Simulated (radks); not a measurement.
Fractional charge and spin in the 3s shell of calcium: the spin-up occupation runs from 0 to 1 and the spin-down occupation from 0 to 1; the fullest corner is Ca3+, [Ne] 3p(up 2.5, down 2.5) 3s(up 1, down 1). Calculated with a radial shooting solver on a logarithmic mesh with Libxc functionals: non-relativistic Kohn-Sham, BLYP, spin-polarised, spherical densities, point nucleus. Energy (eV) minus the two flat planes that join the four corners (they meet along the diagonal where the two added fractions sum to one electron); zero is where a piecewise linear energy would lie.

down \ up,0,0.25,0.5,0.75,1
0,0.000,-1.744,-2.322,-1.738,0.000
0.25,-1.744,-2.202,-1.507,0.334,-1.656
0.5,-2.322,-1.507,0.446,-1.440,-2.202
0.75,-1.738,0.334,-1.440,-2.097,-1.647
1,0.000,-1.656,-2.202,-1.647,0.000

Corners above the fullest one (they belong to Ca4+ and the next ion): (up 1, down 0) 87.375 eV, (up 0, down 1) 87.375 eV, (up 0, down 0) 194.63 eV. With half an added electron in each spin the energy lies 0.446 eV from the planes, and with half an added electron in spin up alone -2.322 eV. The planes are only a guide here: the flat-plane condition holds for ground states with one frontier orbital, while this shell lies below other occupied shells, so the corners above the fullest one are inner-hole states and not the ground states of those ions.
